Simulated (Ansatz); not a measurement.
Single points on C₁₀H₁₀Cl₄N₂Sn (relaxed from a model of cis-Sn(py)2Cl4, whose bonding it doesn't keep).

```yaml
crystal:
  periodic: [false, false, false]
  atoms:
    - {symbol: Sn, position_ang: [-1.582162, -0.158067, -1.673878]}
    - {symbol: N, position_ang: [-1.483386, -0.047533, 0.701157]}
    - {symbol: C, position_ang: [-0.797514, 0.917529, 1.341823]}
    - {symbol: C, position_ang: [-0.773868, 0.995513, 2.738965]}
    - {symbol: C, position_ang: [-1.499915, 0.051573, 3.479528]}
    - {symbol: C, position_ang: [-2.224514, -0.937302, 2.797750]}
    - {symbol: C, position_ang: [-2.190536, -0.957455, 1.399055]}
    - {symbol: H, position_ang: [-0.290761, 1.653410, 0.697742]}
    - {symbol: H, position_ang: [-0.199654, 1.793745, 3.231060]}
    - {symbol: H, position_ang: [-1.505865, 0.089794, 4.579599]}
    - {symbol: H, position_ang: [-2.815019, -1.691304, 3.337218]}
    - {symbol: H, position_ang: [-2.726426, -1.711648, 0.801856]}
    - {symbol: Cl, position_ang: [-1.224660, -0.241922, -4.046049]}
    - {symbol: N, position_ang: [0.782332, -0.019664, -1.439404]}
    - {symbol: C, position_ang: [1.468660, -0.853803, -0.636317]}
    - {symbol: C, position_ang: [2.863312, -0.792854, -0.536395]}
    - {symbol: C, position_ang: [3.554446, 0.151928, -1.308374]}
    - {symbol: C, position_ang: [2.827388, 1.002577, -2.153863]}
    - {symbol: C, position_ang: [1.433214, 0.888812, -2.191794]}
    - {symbol: H, position_ang: [0.866910, -1.601926, -0.096525]}
    - {symbol: H, position_ang: [3.392907, -1.486449, 0.132261]}
    - {symbol: H, position_ang: [4.651844, 0.220820, -1.256045]}
    - {symbol: H, position_ang: [3.328219, 1.751386, -2.783539]}
    - {symbol: H, position_ang: [0.801173, 1.531316, -2.824270]}
    - {symbol: Cl, position_ang: [-3.969633, -0.280481, -1.454288]}
    - {symbol: Cl, position_ang: [-1.448153, 2.286455, -1.549764]}
    - {symbol: Cl, position_ang: [-1.238349, -2.554436, -1.287498]}
basis:
  gaussian: {orbitals: def2-TZVP, fitting: {mean_field: def2-universal-jkfit}, initial_orbitals: start.molden}
hamiltonian: {xc: {name: LC-wPBE}}
scf: {omitted_lower_state_checks: [starts]}
output: {orbitals: {seedname: orbitals}}
```

The file start.molden holds the orbitals of an earlier run on this structure, at another level or in another basis.

```sh
$ ansatz run in.yaml --threads 2 --pin off --events-out ev --progress --plain --max-ram 32768MiB --backend cuda --devices 0, --max-vram 18GiB
```

Shortened log:

```
Functional definition: LC-wPBE
1814 factors; integrals over basis functions are off by at most 4.3e-1 eV
1814 factors; integrals over basis functions are off by at most 2.0e-5 eV
mean field evaluation 1: about -69423.2909 eV, gradient 2.0e1 eV
mean field evaluation 2: about -69423.6820 eV, gradient 5.1e-1 eV
mean field evaluation 4: about -69423.7034 eV, gradient 1.8e-3 eV
mean field -69423.70338090 eV, -2551.2740421719 hartree, gradient 1.3e-5 eV, S^2 0.000000; 0 other end points of the search recorded, 0 dependent functions left out
reference -69423.70338092 eV, -2551.2740421724 hartree; 87, 87 occupied and 543, 543 virtual orbitals, 1814 factors
Total energy: -69423.70338092 eV, -2551.2740421724 hartree
Checks for a lower state left out: starts
```

It took 16 s on 2 threads of AMD EPYC 7R13 on a shared host and a share (18 GiB) of an NVIDIA H100 80GB HBM3.

The first input with `gaussian: {orbitals: def2-SVP, initial_orbitals: start.molden}`, `hamiltonian: {xc: {name: LC-wPBE, parameters: {omega: 0.1/bohr}}}` (abridged; 15 s):

```
Functional definition: LC-wPBE
mean field -69383.54235762 eV, -2549.7981517884 hartree, gradient 1.1e-5 eV, S^2 0.000000
Total energy: -69383.54235781 eV, -2549.7981517954 hartree
Checks for a lower state left out: starts
```

The first input with `gaussian: {orbitals: def2-SVP, initial_orbitals: start.molden}`, `hamiltonian: {xc: {name: LC-wPBE, parameters: {omega: 0.2/bohr}}}` (abridged; 14 s):

```
Functional definition: LC-wPBE
mean field -69386.67680627 eV, -2549.9133406516 hartree, gradient 1.9e-5 eV, S^2 0.000000
Total energy: -69386.67680631 eV, -2549.9133406533 hartree
Checks for a lower state left out: starts
```

As the first input, with `gaussian: {orbitals: STO-3G}`, `hamiltonian: {xc: hf}` (abridged; 9.5 s):

```
Functional definition: HF
mean field -225018.45144218 eV, -8269.2755675156 hartree, gradient 2.2e-5 eV, S^2 0.000000
Total energy: -225018.45144218 eV, -8269.2755675156 hartree
Checks for a lower state left out: starts
```

First input, but with `hamiltonian: {xc: lda}`, `output: {forces: true, orbitals: {seedname: orbitals}}` (abridged; 16 s):

```
Functional definition: SPW92
mean field -69155.79100872 eV, -2541.4284440917 hartree, gradient 2.4e-5 eV, S^2 0.000000
Total energy: -69155.79107324 eV, -2541.4284464628 hartree
Atom 0 force     0.119096     0.012739     0.130260 eV/Å
Atom 1 force    -0.036918     0.026070     0.441034 eV/Å
Atom 2 force    -0.359371    -0.467534     0.322717 eV/Å
Atom 3 force    -0.363850    -0.495340    -0.303674 eV/Å
Atom 4 force    -0.003640    -0.031243    -0.691824 eV/Å
Atom 5 force     0.369456     0.478716    -0.327997 eV/Å
Atom 6 force     0.374787     0.475234     0.294138 eV/Å
Atom 7 force    -0.075135    -0.113687     0.042692 eV/Å
Atom 8 force    -0.121955    -0.162843    -0.105786 eV/Å
Atom 9 force    -0.002091    -0.007500    -0.219769 eV/Å
Atom 10 force     0.113606     0.152331    -0.107925 eV/Å
Atom 11 force     0.087961     0.120070     0.044617 eV/Å
Atom 12 force    -0.081705     0.041798     0.640058 eV/Å
Atom 13 force     0.443363     0.014544    -0.018533 eV/Å
Atom 14 force     0.302606     0.457909    -0.379659 eV/Å
Atom 15 force    -0.329428     0.428429    -0.420158 eV/Å
Atom 16 force    -0.685830    -0.039575    -0.038437 eV/Å
Atom 17 force    -0.310363    -0.469664     0.392058 eV/Å
Atom 18 force     0.318137    -0.409552     0.428474 eV/Å
Atom 19 force     0.037734     0.108440    -0.082144 eV/Å
Atom 20 force    -0.111042     0.136995    -0.136610 eV/Å
Atom 21 force    -0.220672    -0.014896    -0.013670 eV/Å
Atom 22 force    -0.099870    -0.149291     0.118944 eV/Å
Atom 23 force     0.047712    -0.103652     0.098138 eV/Å
Atom 24 force     0.645409     0.016744    -0.042579 eV/Å
Atom 25 force     0.006368    -0.574627    -0.011634 eV/Å
Atom 26 force    -0.064363     0.569384    -0.052729 eV/Å
Dipole moment:     1.635976     0.163779     1.730572 e Å
Checks for a lower state left out: starts
```

Geometry: PBE-D4/def2-SVP.

In the def2 sets Sn takes a core potential, while STO-3G treats all electrons; there is no spin–orbit coupling. LC-ωPBE has ω = 0.4 bohr⁻¹. Single mean-field runs in def2-TZVP are fitted with def2-universal-jkfit. The restricted singlet is unstable towards broken spin symmetry in Hartree–Fock (as tested in another run); at HF/STO-3G this wasn't settled.
